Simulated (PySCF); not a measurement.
**Two-component Hartree-Fock for Cr²⁺ (chromium, charge +2)**

Start: [Ar] 3d3 4s1; 3d5/2 filled at m_j = +1/2, +3/2, +5/2; 4s1/2 filled at m_j = +1/2. Calculated with PySCF 2.14 in x2c-SVPall-2c with one added diffuse shell each of s, d type (6s5p4d1f, 48 functions): generalised Hartree-Fock with the X2C-1e Hamiltonian and a Gaussian nucleus; one run each with spin-orbit coupling (SO) switched off, then screened by Boettger's factors. This is a chosen level, not necessarily the ground level.

```tsv
spinor shell	electrons	ε, spin-free (eV)	ε, screened SO (eV)	weight of nominal j (screened SO)	rms radius, screened SO (bohr)
1s1/2	2	-6073.8	-6073.8	1.000	0.0735
2s1/2	2	-757.31	-757.32	1.000	0.316
2p1/2	2	-638.79	-644.59	0.991	0.285
2p3/2	4	-638.79	-635.95	0.996	0.288
3s1/2	2	-122.53	-122.53	1.000	0.959
3p3/2	4	-86.808	-87.401	0.834	1.03
3p1/2	2	-86.808	-85.645	0.668	1.03
3d5/2	3	-40.823	-40.808	0.790	1.23
4s1/2	1	-23.773	-23.774	1.000	3.07
```

```csv
quantity,spin-free,screened SO
E (hartree),-1048.48616,-1048.49243
M_J,5,5
⟨J²⟩,30.004,30.004
⟨L²⟩,12.004,12.009
⟨S²⟩,6.000,5.998
```

Each row is a mean over spinors that exchange with the open shell spreads, by up to 11.559 eV (3p3/2).

Rows whose weight is well below 1 are mixtures of j = l ± 1/2: exchange outweighs spin-orbit coupling there, and the label is only the starting occupation.

Without spin-orbit coupling the j labels of p, d and f shells carry no meaning; the spin-free column gives the mean over the occupied spinors of each nl shell.
